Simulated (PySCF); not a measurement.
Species: C7H15P.
Bonds: C1–P2 (double), P2–C3, C3–C4, P2–C5, C5–C6, C6–C7, C7–C8, P2–C8. Hydrogens: H9, H10 on C1; H11, H12 on C3; H13, H14, H15 on C4; H16, H17 on C5; H18, H19 on C6; H20, H21 on C7; H22, H23 on C8.

The same species was optimised twice, with GFN2-xTB and with PBE0-D3(BJ)/def2-SVP (PySCF), and the same property calculations (PySCF, gas phase) were run on both structures.

| coordinate | GFN2-xTB | PBE0-D3(BJ)/def2-SVP | change |
| --- | --- | --- | --- |
| C1=P2 (Å) | 1.701 | 1.673 | -0.028 |
| P2–C5 (Å) | 1.901 | 1.878 | -0.023 |
| P2–C8 (Å) | 1.843 | 1.850 | +0.007 |
| C7–C8 (Å) | 1.526 | 1.530 | +0.004 |
| P2–C3 (Å) | 1.838 | 1.835 | -0.003 |
| C6–C7 (Å) | 1.529 | 1.532 | +0.003 |
| C5–C6 (Å) | 1.521 | 1.524 | +0.003 |
| C3–C4 (Å) | 1.520 | 1.519 | -0.001 |
| C1–P2–C5 (°) | 133.8 | 126.9 | -6.9 |
| C1–P2–C8 (°) | 110.2 | 113.5 | +3.3 |
| P2–C3–C4 (°) | 111.0 | 113.8 | +2.8 |
| C3–P2–C8 (°) | 107.1 | 109.0 | +1.9 |
| C1–P2–C3 (°) | 109.5 | 110.8 | +1.3 |
| C6–C7–C8 (°) | 107.3 | 108.1 | +0.8 |
| C3–P2–C5 (°) | 100.8 | 101.6 | +0.8 |
| P2–C8–C7 (°) | 107.2 | 107.7 | +0.5 |
| C1–P2–C3–C4 (°) | -46 | -59 | -13 |

Rotational constants: A = 2597, B = 1251, C = 1192 MHz (GFN2-xTB) against A = 2488, B = 1269, C = 1192 MHz (PBE0-D3(BJ)/def2-SVP). Point groups within 0.08 Å: C1 and C1.

On the GFN2-xTB structure: HOMO (eV) -5.05 [PBE0/pcSseg-1]; LUMO (eV) 0.96 [PBE0/pcSseg-1]; dipole (D) 3.25 [PBE0/pcSseg-1]; GIAO shielding of C1 (ppm) 190.6 [PBE0/pcSseg-1]; GIAO shielding of P2 (ppm) 293.2 [PBE0/pcSseg-1]; GIAO shielding of C3 (ppm) 161.1 [PBE0/pcSseg-1]; GIAO shielding of C4 (ppm) 176.1 [PBE0/pcSseg-1]; GIAO shielding of C5/C8 (mean) (ppm) 151.5 [PBE0/pcSseg-1]; GIAO shielding of C6/C7 (mean) (ppm) 156.5 [PBE0/pcSseg-1].

**Question.** What do these properties become on the PBE0-D3(BJ)/def2-SVP structure?

**Answer.** 
| property | level | on GFN2-xTB | on PBE0-D3(BJ)/def2-SVP | change |
| --- | --- | --- | --- | --- |
| HOMO (eV) | PBE0/pcSseg-1 | -5.05 | -4.75 | +0.30 |
| LUMO (eV) | PBE0/pcSseg-1 | 0.96 | 0.96 | 0.00 |
| dipole (D) | PBE0/pcSseg-1 | 3.25 | 3.04 | -0.21 |
| energy, GFN2-xTB geometry as zero (kcal/mol) | PBE0/pcSseg-1 | 0.0 | -2.7 | -2.7 |
| GIAO shielding of C1 (ppm) | PBE0/pcSseg-1 | 190.6 | 194.9 | +4.3 |
| GIAO shielding of P2 (ppm) | PBE0/pcSseg-1 | 293.2 | 301.8 | +8.6 |
| GIAO shielding of C3 (ppm) | PBE0/pcSseg-1 | 161.1 | 161.8 | +0.7 |
| GIAO shielding of C4 (ppm) | PBE0/pcSseg-1 | 176.1 | 175.4 | -0.7 |
| GIAO shielding of C5/C8 (mean) (ppm) | PBE0/pcSseg-1 | 151.5 | 151.3 | -0.2 |
| GIAO shielding of C6/C7 (mean) (ppm) | PBE0/pcSseg-1 | 156.5 | 156.3 | -0.2 |

The heavy atoms differ by 0.084 Å rms after alignment. Among bonds between heavy atoms C1=P2 changes most (-0.028 Å). Changes are differences of the printed values. Neither structure is proved a minimum here.
